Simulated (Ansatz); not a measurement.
Gas-phase reaction R1 → P1 + P2, each structure at its B3LYP-D3(BJ)/def2-TZVP stationary point, reached from a drawn start (curvature not checked).
R1, F2Ti (SMILES [F][Ti][F]) (charge 0, multiplicity 3):
| atom | x (Å) | y (Å) | z (Å) |
|---|---|---|---|
| Ti | 0.0023 | 0.0033 | -0.4015 |
| F | 1.6982 | -0.0057 | 0.2106 |
| F | -1.7005 | 0.0024 | 0.1909 |
P1, FTi (SMILES [F][Ti]) (charge 0, multiplicity 4):
```xyz
2

Ti    -0.00946    -0.01902    -0.90501
F      0.00946     0.01902     0.90501
```
P2: F atom, charge 0, multiplicity 2.

P less R. No zero-point or thermal terms; open shells are unrestricted; no spin–orbit coupling. The spin states of the d-block species are the ones drawn and need not be the lowest.

Frozen-core correlation throughout. CBS: X⁻³ extrapolation of the correlation energy, Hartree–Fock from the larger set.

The values were computed with Ansatz (Gaussian orbitals). No computed number here is a measurement.

| level | reaction energy (kcal/mol) |
|---|---|
| SVWN5/def2-TZVPP | 173.15 |
| B3LYP/def2-TZVPP | 147.29 |
| CAM-B3LYP/def2-TZVPP | 149.64 |
| MP2/def2-TZVPP | 151.91 |
| MP2/def2-QZVPP | 154.11 |
| SCS-MP2/def2-TZVPP | 148.61 |
| SCS-MP2/def2-QZVPP | (withheld) |
| CCSD(T)/def2-TZVPP | (withheld) |
| CCSD(T)/CBS(def2-TZVPP, def2-QZVPP) | (withheld) |

Task: Some entries are withheld; supply them.

Result: 
- SCS-MP2/def2-QZVPP, reaction energy (kcal/mol): 151.14
- CCSD(T)/def2-TZVPP, reaction energy (kcal/mol): 145.95
- CCSD(T)/CBS(def2-TZVPP, def2-QZVPP), reaction energy (kcal/mol): 149.35

Ansatz is an electronic-structure program.
